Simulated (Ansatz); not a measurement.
hydrogen bromide (HBr), singlet, geometry from GFN2-xTB; CAM-B3LYP/cc-pVDZ run with Ansatz (a program for electronic structure).

Input for Ansatz:
Ansatz 0.2 input:
```yaml
crystal:
  periodic: [false, false, false]
  atoms:
    - {symbol: Br, position_ang: [-0.00000000, -0.00000000, -0.03893503]}
    - {symbol: H, position_ang: [0.00000000, 0.00000000, 1.36272591]}
basis:
  gaussian:
    orbitals: cc-pVDZ
hamiltonian:
  xc: cam_b3lyp
```

Output, abridged:

```
Functional definition: CAM-B3LYP
361 factors; integrals over basis functions are off by at most 7.2e-4 eV
80 factors; integrals over basis functions are off by at most 1.3e-5 eV
mean field evaluation 1: about -70065.1071 eV, gradient 6.9e0 eV
mean field evaluation 2: about -70065.2310 eV, gradient 4.4e0 eV
mean field evaluation 4: about -70065.2834 eV, gradient 2.9e-1 eV
mean field evaluation 8: about -70065.2915 eV, gradient 2.0e-3 eV
mean field -70065.29148209 eV, -2574.8519700064 hartree, gradient 1.0e-5 eV, S^2 0.000000; 0 other end points of the search recorded, 0 dependent functions left out
reference -70065.29154837 eV, -2574.8519724424 hartree; 18, 18 occupied and 14, 14 virtual orbitals, 361 factors
Total energy: -70065.29154837 eV, -2574.8519724424 hartree
```
